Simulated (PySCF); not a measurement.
Compound: C5H8F2.
Z-matrix (Å and degrees, GFN2-xTB geometry), rows numbered from 1:
```
C 
C   1  1.5259
C   2  1.5117  1  110.96
C   3  1.5045  2  120.63  1    84.19
F   4  1.3616  3  118.91  2     2.71
C   4  1.4955  3   60.02  2   109.43
F   6  1.3620  3  118.77  4  -107.35
H   1  1.0868  2  110.28  3   179.36
H   1  1.0872  2  110.22  3   -60.88
H   1  1.0878  2  110.69  3    59.34
H   2  1.0924  1  109.88  3  -120.72
H   2  1.0913  1  109.42  3   120.63
H   3  1.0834  2  114.72  1   -59.85
H   4  1.0824  3  121.09  6   109.50
H   6  1.0826  3  120.72  4   109.31
```

Theory: TDDFT CAM-B3LYP/def2-SVPD, vertical, gas phase, core orbitals frozen in the response (PySCF 2.14.0, density-fitted response routines).

```csv
state,E (eV),λ (nm),f,|μ| (D),"main configurations (H = HOMO, L = LUMO)"
S1,7.54,164.5,0.0023,0.28,"H→L (58%), H→L+1 (18%), H→L+4 (8%)"
S2,7.89,157.2,0.0032,0.33,"H-1→L (66%), H-1→L+1 (13%)"
S3,8.28,149.7,0.0030,0.31,"H→L+1 (53%), H→L+2 (21%), H→L (18%)"
S4,8.58,144.5,0.012,0.62,"H→L+2 (36%), H→L+3 (25%), H→L+1 (17%)"
S5,8.66,143.2,0.010,0.57,"H-1→L+1 (64%), H-1→L (11%), H→L+2 (10%)"
S6,8.89,139.5,0.014,0.65,"H→L+3 (50%), H→L+4 (12%), H-1→L+2 (8%)"
S7,8.90,139.3,0.0019,0.24,"H-1→L+2 (43%), H-1→L+3 (31%)"
S8,9.19,134.9,0.010,0.55,"H-1→L+3 (49%), H-1→L+2 (23%), H-1→L+4 (12%)"
```

Triplets (Tamm–Dancoff): T1 7.16 eV, H→L (48%), H→L+1 (18%), H→L+4 (11%); T2 7.60 eV, H-1→L (59%), H-1→L+1 (13%), H-1→L+4 (10%); T3 8.20 eV, H→L+1 (48%), H→L (22%), H→L+2 (20%).

The lowest singlet lies at 7.54 eV (164 nm, vacuum ultraviolet) and is very weak; its leading configuration is HOMO→LUMO (58%). The most intense listed level is S6 at 8.89 eV (139 nm, f = 0.014), 1.35 eV above S1. Löwdin shares by element: HOMO carbon 45% or more, fluorine 30% (atoms not listed hold the other 25%); LUMO carbon 30% or more, hydrogen 8% or more, fluorine 8% or more (atoms not listed hold the other 54%). The listed states span 1.65 eV, and the widest gap between neighbours is 0.40 eV (S2 to S3). The oscillator strengths of these states sum to 0.058; summed over the whole spectrum of an exact calculation they would give the number of electrons, 56 (Thomas–Reiche–Kuhn). Orbital energies (eV): HOMO-3 -11.73, HOMO-2 -11.40, HOMO-1 -9.90, HOMO -9.58, LUMO 1.29, LUMO+1 1.67, LUMO+2 2.03. Only the lowest 8 singlets were computed, as vertical energies without vibronic structure.

One conformer stands for the species.
